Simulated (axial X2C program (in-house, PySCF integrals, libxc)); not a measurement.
## Low determinants of RuSe⁻ at the PBE0 level, with spin–orbit coupling

All values were computed with an in-house all-electron X2C program for linear molecules (integrals from PySCF). Two-component (2c) means X2C with spin–orbit coupling and atomic mean-field two-electron Coulomb and Gaunt terms. Basis: Ru dyall-acv3z [13s13p9d5f3g], Se dyall-acv3z [9s10p7d5f1g] (cores contracted in-house); Gaussian nuclei, density fitting, unrestricted open shells. Masses: Ru 101.904 u, Se 79.917 u.

Search at 2.210 Å (vertical energies from the lowest determinant):

| ΔE (eV) | state | electrons beyond evenly filled partner blocks | electrons in ±ω = 1/2, 3/2, 5/2, 7/2 |
| --- | --- | --- | --- |
| 0.00 | Ω = 7/2 | ω = -1/2, ω = 3/2, ω = 5/2 | 51 23 5 0 |
| 0.21 | Ω = 1/2 | ω = 1/2 | 51 22 6 0 |
| 0.35 | Ω = 9/2 | ω = 1/2, ω = 3/2, ω = 5/2 | 51 23 5 0 |
| 0.57 | Ω = 5/2 | ω = 5/2 | 52 22 5 0 |
| 0.64 | Ω = 3/2 | ω = 1/2, ω = -3/2, ω = 5/2 | 51 23 5 0 |
| 0.68 | Ω = 5/2 | ω = 5/2 | 50 24 5 0 |
| 0.72 | Ω = 1/2 | ω = -1/2, ω = -3/2, ω = 5/2 | 51 23 5 0 |

Lowest determinant, Ω = 7/2 (⟨Sz⟩ = 1.49, ⟨Lz⟩ = 2.01 at PBE0): Re = 2.240 Å, ωe = 314.8 cm⁻¹.

The determinant in row 2 of the search, Ω = 1/2 (⟨Sz⟩ = -1.49, ⟨Lz⟩ = 1.99 at PBE0), was followed along the bond at PBE0; measured from the minimum of the lowest determinant it gives:

Te = 0.214 eV (1726 cm⁻¹), Re = 2.239 Å, ωe = 315.0 cm⁻¹.

(1) Compare the bond of the determinant in row 2 with that of the lowest one.

The search compares states at one distance, so a state with another bond length can lie lower; it is not exhaustive and yields mostly the lowest determinant of each block pattern, so other components and higher states of one pattern are missing. These are energies of single determinants, not of spin-adapted states; PBE0 term energies can be off by some tenths of an eV, and the functional has no current term. The lowest determinant need not be the ground state where others lie within half an eV. For an anion, determinants above electron detachment are held by the basis set. The highest occupied level of some functionals is positive through self-interaction error; at Hartree–Fock it is bound.

Answers

(1) At PBE0 its Re is 0.001 Å shorter and its force constant, which goes as ωe², is 1.00 times that of the lowest determinant. T0 ≈ Te + Δωe/2 = 1726 + (0) = 1726 cm⁻¹.
